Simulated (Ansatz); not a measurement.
A made-up structure of SiH$_{3}$SeO (charge -1), closed shell:

```json
{"atom": "O1", "x (Å)": "-0.9802", "y (Å)": "-1.5454", "z (Å)": "-0.2658"}
{"atom": "Si2", "x (Å)": "-0.3908", "y (Å)": "-0.0129", "z (Å)": "-0.2605"}
{"atom": "Se3", "x (Å)": "0.5864", "y (Å)": "0.4929", "z (Å)": "1.1997"}
{"atom": "H4", "x (Å)": "0.5337", "y (Å)": "0.4564", "z (Å)": "-1.5211"}
{"atom": "H5", "x (Å)": "-1.1157", "y (Å)": "1.2577", "z (Å)": "0.2232"}
{"atom": "H6", "x (Å)": "1.3666", "y (Å)": "-0.6487", "z (Å)": "0.6246"}
```

It is relaxed with PBE-D4/def2-SVPD and then PBE0-D4/def2-TZVPD (Ansatz 0.2.0). Atoms count as bonded within 1.22 times the sum of their covalent radii (H–H: 0.88 Å). The end point is not checked to be a true minimum.

Question: Does its bonding change? (A judgement: the text doesn't fix the answer.)

Answer: Computed: No: no bond forms or breaks.

Where it ends: The first stage lowers the energy by 4.27 eV in 9 steps. It ends as SiH₃SeO ([O][SiH2][SeH]), total charge -1:
| atom | x (Å) | y (Å) | z (Å) |
| --- | --- | --- | --- |
| O1 | -1.2137 | -1.3791 | -0.4644 |
| Si2 | -0.5486 | 0.0189 | -0.3751 |
| Se3 | 0.9819 | 0.3798 | 1.4290 |
| H4 | 0.2986 | 0.4543 | -1.5490 |
| H5 | -1.4068 | 1.2286 | -0.0635 |
| H6 | 1.8885 | -0.7025 | 1.0231 |

Labels in which every atom is bracketed show which atoms are joined, not bond orders.

For scale, one of the runs: PBE0-D4/def2-TZVPD relaxation, 167 basis functions, launched by `ansatz run in.yaml --threads 2 --pin off --events-out ev --progress --plain --max-ram 4352MiB`. Hardware: 2 CPU threads of an Arm Neoverse V1, shared host. Wall time about 41 s.
